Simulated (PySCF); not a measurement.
**Spin-rotation constants: `CN[SiH2][C@@H]([SiH3])CO`, C3H13NOSi2**

Cartesian coordinates in Å; atom numbers follow the order of the lines, from 1:
```xyz
20

C     3.1671   -0.5043   -0.5272
N     1.8069   -0.5731   -0.0504
Si    0.6603    0.6512   -0.4099
C    -0.9097    0.2839    0.6074
Si   -2.3116    1.4897    0.1895
C    -1.3205   -1.1695    0.3923
O    -1.2074   -1.5494   -0.9615
H     3.2691   -0.8370   -1.5658
H     3.8152   -1.1207    0.0986
H     3.5037    0.5281   -0.4681
H     1.4715   -1.5252   -0.0475
H     0.3176    0.8263   -1.8332
H     1.2583    1.9041    0.0653
H    -0.6710    0.4106    1.6657
H    -2.7132    1.3454   -1.2165
H    -3.4836    1.1794    1.0164
H    -1.8764    2.8627    0.4246
H    -0.6455   -1.8403    0.9312
H    -2.3416   -1.3615    0.7568
H    -1.7943   -0.9898   -1.4806
```

Computed, not measured: PySCF, GIAO HF/pcSseg-1 magnetisability, rotational g tensor and spin-rotation constants, non-relativistic, gas phase. Geometry: GFN2-xTB.

**Question.** Give the nuclear spin-rotation constants along the inertial axes (H = +C I·J) beside the isotropic shieldings.

**Answer.** Rotational constants 2.8429, 0.9839, 0.8132 GHz. A star marks the isotopologue with that one atom substituted, in its own axes.
| atom | isotope | Caa (kHz) | Cbb (kHz) | Ccc (kHz) | mean (kHz) | σ (ppm) |
| --- | --- | --- | --- | --- | --- | --- |
| N2 | 14N | 0.103 | 0.013 | 0.023 | 0.046 | 267.3 |
| H8 | 1H | -0.268 | -0.079 | 0.002 | -0.115 | 29.5 |
| H9 | 1H | -0.146 | -0.081 | -0.029 | -0.085 | 29.2 |
| H10 | 1H | -0.281 | 0.035 | -0.093 | -0.113 | 29.6 |
| H11 | 1H | -0.340 | 0.000 | -0.101 | -0.147 | 32.0 |
| H12 | 1H | -0.239 | -0.096 | 0.035 | -0.100 | 28.0 |
| H13 | 1H | -0.236 | 0.035 | -0.076 | -0.092 | 28.1 |
| H14 | 1H | -0.324 | -0.117 | 0.002 | -0.146 | 32.0 |
| H15 | 1H | -0.267 | -0.086 | 0.017 | -0.112 | 28.6 |
| H16 | 1H | -0.038 | -0.076 | -0.053 | -0.056 | 28.5 |
| H17 | 1H | -0.273 | 0.036 | -0.081 | -0.106 | 28.6 |
| H18 | 1H | -0.065 | -0.083 | -0.040 | -0.063 | 28.3 |
| H19 | 1H | 0.054 | -0.075 | -0.081 | -0.034 | 28.4 |
| H20 | 1H | -0.218 | -0.109 | -0.051 | -0.126 | 31.1 |
| C1 | 13C* | 0.367 | 0.160 | 0.121 | 0.216 | 163.6 |
| Si3 | 29Si* | -1.407 | -0.559 | -0.468 | -0.811 | 421.6 |
| C4 | 13C* | 0.417 | 0.098 | 0.081 | 0.199 | 186.3 |
| Si5 | 29Si* | -1.359 | -0.501 | -0.427 | -0.762 | 454.0 |
| C6 | 13C* | 0.604 | 0.197 | 0.125 | 0.309 | 136.0 |
| O7 | 17O* | -0.198 | -0.068 | -0.066 | -0.111 | 306.6 |

For the geometry as given, no vibrational averaging.

**Question.** How do the rotational constants and the g tensor change when H8, H9, H10, H11, H12, H13, H14, H15, H16, H17, H18, H19, H20 are replaced by deuterium?

**Answer.** Constants 2.3444, 0.8326, 0.6982 GHz; g -0.0260, -0.0083, -0.0071, against -0.0315, -0.0098, -0.0083 before.
